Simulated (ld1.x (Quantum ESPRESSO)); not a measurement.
Transferability test, PAW potential for cobalt (Co)

| Property | Result |
| --- | --- |
| Element | Co (Z = 27) |
| Generator | ld1.x (Quantum ESPRESSO) 7.5 |
| Type | PAW |
| Functional | BP86 |
| Relativity | fully relativistic |
| Frozen core | [Ne] |
| Valence charge | 17 |
| Reference configuration | 3s2 3p6 3d7 4s1.5 4p0 (charge +0.5) |
| Partial waves | 3s (bound): rcut 1.05, rcutus 1.10 bohr; 4s (bound): rcut 1.05, rcutus 1.10 bohr; 3p (bound): rcut 1.20, rcutus 1.50 bohr; 4p (bound, empty): rcut 1.20, rcutus 1.50 bohr; 3d (bound): rcut 1.15, rcutus 1.55 bohr; 3d channel at 3.35 Ry: rcut 1.15, rcutus 1.55 bohr |
| Local potential | all-electron potential smoothed inside 1.20 bohr (lloc = -1) |
| Core correction | Bessel-smoothed model core inside 1.05 bohr |
| Augmentation charge | BESSEL, radius 0.95 bohr |

Open shells are filled in proportion to 2j + 1 (rel_dist='average').

Energies are relative to the spin-unpolarised reference configuration 3s2 3p6 3d7 4s1.5 4p0; without spin polarisation the order of configurations can differ from experiment.

| valence configuration | charge | ΔE all-electron (eV) | error AE − PS (meV) |
| --- | --- | --- | --- |
| 3s2 3p6 3d7 4s2 4p0 | 0 | -3.695 | -0.1 |
| 3s2 3p6 3d7 4s1 4p0 | +1 | 5.530 | -0.1 |
| 3s2 3p6 3d7 4s0 4p2 | 0 | 5.354 | +6.6 |
| 3s2 3p6 3d6 4s2 4p0 | +1 | 11.633 | 0.0 |
| 3s2 3p6 3d8 4s0 4p0 | +1 | 2.966 | +5.2 |

(1) What are ΔE and the potential's error for 3s2 3p6 3d7 4s0 4p0?

(2) What are ΔE and the potential's error for 3s2 3p6 3d6 4s2 4p1?

The ghost test of this file was not conclusive.

Results:

(1) ΔE = 22.415 eV all-electron; the error (AE − PS) is -1.9 meV.

(2) ΔE = 5.976 eV all-electron; the error (AE − PS) is +45 meV.
